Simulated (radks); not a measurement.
Coherent X-ray form factor from a spherical all-electron density. All-electron calculation, Dirac Kohn-Sham, LB94 model potential, spin-unpolarised, spherical densities, finite nucleus; Fermi nuclear charge, rms radius of each element as measured or else 0.836 A^(1/3) + 0.57 fm. Program: a radial shooting solver on a logarithmic mesh with Libxc functionals.

sin(theta)/lambda (1/angstrom)  f0 (electrons)
0.05                                    50.672
0.1                                     49.720
0.15                                    48.226
0.2                                     46.313
0.25                                    44.118
0.3                                     41.774
0.4                                     37.057
0.5                                     32.734
0.6                                     29.007
0.8                                     23.330
1                                       19.578
1.25                                    16.563
1.5                                     14.335
2                                       10.491

The species is in the configuration that NIST lists as its ground one. Which atom or ion scatters so?

Answer. The neodymium ion Nd9+, [Kr] 4d10 4f2 5s2 5p1. Extrapolating in s^2 from the first two rows gives f0(0) = 51.0, near the electron count 51; among species with that count, the fall with angle is slower the higher Z, and the table is that of Z = 60; from so few rows the species is fixed only to a neighbour or two.
